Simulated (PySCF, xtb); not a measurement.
Mg(NMe2)(SH) (C₂H₇MgNS), SMILES C[N](C)[Mg][SH]. Other conformers were not sampled.

Harmonic wavenumbers (cm⁻¹) from GFN2-xTB (xtb) at its own minimum, in rising order: 29, 54, 92, 158, 214, 248, 285, 314, 391, 464, 490, 956, 1037, 1066, 1120, 1164, 1211, 1398, 1411, 1457, 1468, 1485, 1493, 2438, 2737, 2741, 2895, 2900, 2927, 2931.

Question: What does TPSSh-D3(BJ)/def2-SVP in PySCF give at its own minimum? (The exact figures need the calculation; the answer reports its results.)

Answer: 66, 89, 96, 173, 196, 256, 266, 290, 411, 537, 634, 999, 1086, 1108, 1155, 1209, 1277, 1440, 1460, 1463, 1467, 1502, 1515, 2673, 2919, 2926, 2954, 2966, 3051, 3053. Paired by order, the mean absolute difference is 59 cm⁻¹ and the zero-point energies are 53.7 and 56.1 kcal/mol.
